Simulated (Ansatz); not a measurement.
Born–Oppenheimer molecular dynamics of Cl$_{2}$F$_{2}$Ti (5 atoms, charge 0, multiplicity 1). It starts from a relaxed structure.

Level of theory: RKS PBE-D4/def2-mTZVP (Ansatz).

```
ensemble                      : NVE (velocity Verlet)
time step                     : 1 fs
steps asked                   : 100
starting velocities drawn for : 300 K
seed                          : 748860
```

Frames 5 fs apart, positions in Å.

Velocities at 30 fs (Å/ps):

```
Ti -1.88 0.79 -0.39
F 3.09 0.97 0.44
Cl 1.03 0.34 0.87
F 1.20 -2.45 0.49
Cl -0.80 -0.61 -0.84
```

```xyz
5
Properties=species:S:1:pos:R:3 time_fs=30 energy_less_start_eV=0.081 T=91
Ti -0.016 -0.025 -0.036
F 0.146 0.026 1.750
Cl 2.060 0.001 -0.685
F -0.801 1.385 -0.607
Cl -1.052 -1.820 -0.773
5
Properties=species:S:1:pos:R:3 time_fs=35 energy_less_start_eV=0.095 T=55
Ti -0.023 -0.024 -0.034
F 0.159 0.030 1.747
Cl 2.066 0.003 -0.681
F -0.800 1.382 -0.608
Cl -1.056 -1.823 -0.777
5
Properties=species:S:1:pos:R:3 time_fs=40 energy_less_start_eV=0.061 T=143
Ti -0.024 -0.030 -0.026
F 0.168 0.034 1.737
Cl 2.072 0.004 -0.680
F -0.809 1.394 -0.615
Cl -1.060 -1.825 -0.780
5
Properties=species:S:1:pos:R:3 time_fs=45 energy_less_start_eV=0.053 T=164
Ti -0.022 -0.039 -0.014
F 0.171 0.036 1.723
Cl 2.077 0.005 -0.679
F -0.824 1.416 -0.626
Cl -1.063 -1.828 -0.783
5
Properties=species:S:1:pos:R:3 time_fs=50 energy_less_start_eV=0.090 T=68
Ti -0.017 -0.046 -0.005
F 0.171 0.038 1.714
Cl 2.082 0.006 -0.680
F -0.837 1.435 -0.634
Cl -1.066 -1.829 -0.785
5
Properties=species:S:1:pos:R:3 time_fs=55 energy_less_start_eV=0.111 T=15
Ti -0.013 -0.049 -0.003
F 0.167 0.038 1.714
Cl 2.085 0.006 -0.681
F -0.845 1.442 -0.638
Cl -1.068 -1.829 -0.785
5
Properties=species:S:1:pos:R:3 time_fs=60 energy_less_start_eV=0.082 T=88
Ti -0.010 -0.046 -0.009
F 0.161 0.038 1.726
Cl 2.086 0.005 -0.683
F -0.846 1.435 -0.634
Cl -1.069 -1.829 -0.784
5
Properties=species:S:1:pos:R:3 time_fs=65 energy_less_start_eV=0.045 T=184
Ti -0.008 -0.038 -0.019
F 0.150 0.036 1.742
Cl 2.086 0.004 -0.685
F -0.840 1.416 -0.624
Cl -1.069 -1.827 -0.782
5
Properties=species:S:1:pos:R:3 time_fs=70 energy_less_start_eV=0.048 T=177
Ti -0.006 -0.028 -0.030
F 0.137 0.032 1.756
Cl 2.084 0.003 -0.689
F -0.830 1.391 -0.611
Cl -1.068 -1.824 -0.778
5
Properties=species:S:1:pos:R:3 time_fs=75 energy_less_start_eV=0.077 T=103
Ti -0.002 -0.021 -0.036
F 0.119 0.028 1.760
Cl 2.082 0.002 -0.694
F -0.824 1.371 -0.600
Cl -1.066 -1.819 -0.773
5
Properties=species:S:1:pos:R:3 time_fs=80 energy_less_start_eV=0.066 T=131
Ti 0.005 -0.020 -0.034
F 0.098 0.022 1.752
Cl 2.081 0.000 -0.700
F -0.825 1.365 -0.595
Cl -1.063 -1.813 -0.767
5
Properties=species:S:1:pos:R:3 time_fs=85 energy_less_start_eV=0.022 T=243
Ti 0.015 -0.025 -0.027
F 0.074 0.016 1.736
Cl 2.081 -0.002 -0.707
F -0.835 1.375 -0.597
Cl -1.059 -1.806 -0.761
```

Of the whole run (100 fs, mean temperature of the second half 144 K): The conserved energy stayed within 0.068 meV per atom of its start (net change 0.056 meV per atom), so the integration is sound. Over the second half the temperature averaged 0.48 of the 300 K drawn at the start: a run that starts near a minimum puts about half its kinetic energy into the potential. A run of 0.1 ps of so small a system gives no equilibrium averages.

Time of the run: 2.1 min on 4 threads of Arm Neoverse V2 (shared host), peak memory 0.18 GiB.
